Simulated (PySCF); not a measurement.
C2H4BF2N. Atoms are numbered in the order given.

```xyz
10

N     -1.3652    -0.8141     0.0000
B      0.0344    -0.9408     0.0000
F      0.5705    -2.1876     0.0000
C      1.0159     0.2797     0.0000
C      0.6734     1.5781     0.0000
F     -0.6153     1.9930     0.0000
H     -1.9879    -1.6214     0.0000
H     -1.8245     0.0951     0.0000
H      2.1025     0.0927     0.0000
H      1.3619     2.4411     0.0000
```

The structure is a stationary point at PBE-D3(BJ)/def2-SVP. The structure was generated by enumeration; whether it is a known compound was not checked. Other conformers were not sampled.

Computed with PBE/pcSseg-1 run with PySCF.

GIAO shieldings, no solvent; atoms listed in one row are averaged. δ = σ(ref) − σ: ¹⁵N against NH3 (σ = 267.0 ppm); ¹¹B against BF3 (σ = 83.9 ppm); ¹⁹F against CFCl3 (σ = 133.6 ppm); ¹³C against TMS (σ = 182.0 ppm); ¹H against TMS (σ = 31.49 ppm), references at their B3LYP-D3(BJ)/def2-TZVP geometries, non-relativistic.

```json
[
 {"nucleus": "¹⁵N", "atoms": "N1", "count": "1", "δ (ppm)": "94.3"},
 {"nucleus": "¹¹B", "atoms": "B2", "count": "1", "δ (ppm)": "15.0"},
 {"nucleus": "¹⁹F", "atoms": "F6", "count": "1", "δ (ppm)": "-100.1"},
 {"nucleus": "¹⁹F", "atoms": "F3", "count": "1", "δ (ppm)": "-132.6"},
 {"nucleus": "¹³C", "atoms": "C5", "count": "1", "δ (ppm)": "175.2"},
 {"nucleus": "¹³C", "atoms": "C4", "count": "1", "δ (ppm)": "111.1"},
 {"nucleus": "¹H", "atoms": "H10", "count": "1", "δ (ppm)": "7.58"},
 {"nucleus": "¹H", "atoms": "H9", "count": "1", "δ (ppm)": "5.25"},
 {"nucleus": "¹H", "atoms": "H8", "count": "1", "δ (ppm)": "4.39"},
 {"nucleus": "¹H", "atoms": "H7", "count": "1", "δ (ppm)": "3.60"}
]
```
